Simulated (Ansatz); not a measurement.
Geometry optimisation, RKS BLYP-D4/6-31G (Ansatz).

Input file:

```yaml
crystal:
  periodic: [false, false, false]
  atoms:
    - { symbol: F, position_ang: [-1.2926, 0.1863, 1.8454] }
    - { symbol: Si, position_ang: [0.1729, 0.3908, 1.3312] }
    - { symbol: Si, position_ang: [0.4111, -0.4374, -0.8286] }
    - { symbol: F, position_ang: [0.2441, -2.0099, -0.8664] }
    - { symbol: S, position_ang: [-0.9079, 0.4794, -2.2243] }
    - { symbol: H, position_ang: [0.5227, 1.8576, 1.3791] }
    - { symbol: H, position_ang: [1.093, -0.3085, 2.3013] }
    - { symbol: H, position_ang: [1.8683, -0.1757, -1.3049] }
    - { symbol: H, position_ang: [-0.5135, 1.73713, -1.91664] }
basis:
  gaussian: { orbitals: "6-31G" }
hamiltonian:
  xc: blyp
  dispersion: d4
relax:
  f_tol: 0.015
  max_steps: 40
```

Launched with:

```bash
$ ansatz run input.yaml --threads 1 --pin off --max-ram 2048MiB --backend cpu --events-out ev --progress --plain --runs-dir out
```

Task: Where does it end, and by what steps?

Result: The run converged. Limits of this set-up: no polarisation functions. After 17 steps the energy has fallen by 1.188 eV; H9 moved furthest, 1.54 Å.

```
step  energy less start (eV)  largest force component (eV/Å)  accepted
   0                  0.0000                           5.610       yes
   1                 -0.7196                           2.812       yes
   2                 -0.9043                           0.549       yes
   3                 -0.9109                           0.391       yes
   4                 -0.9645                           0.191       yes
   5                 -0.9827                           0.200       yes
   6                 -1.0110                           0.286       yes
   7                 -1.0303                           0.688       yes
   8                 -1.0899                           0.398       yes
   9                 -1.1383                           0.242       yes
  10                 -1.1712                           0.197       yes
  11                 -1.1741                           0.179       yes
  12                 -1.1817                           0.226       yes
  13                 -1.1803                           0.192        no
  14                 -1.1873                           0.056       yes
  15                 -1.1882                           0.027       yes
  16                 -1.1883                           0.018       yes
  17                 -1.1885                           0.009       yes
```

```xyz
9
Properties=species:S:1:pos:R:3
F -1.309 1.021 1.235
Si 0.337 0.482 1.311
Si 0.721 -0.367 -0.883
F 0.417 -2.067 -0.873
S -0.657 0.759 -2.254
H 1.223 1.678 1.578
H 0.457 -0.550 2.406
H 2.099 -0.174 -1.469
H -1.689 0.938 -1.334
```

The run took 23 s on 1 thread of AMD EPYC 9R45 96-Core Processor (Zen 5), with other jobs on the host, peak memory 0.16 GiB.
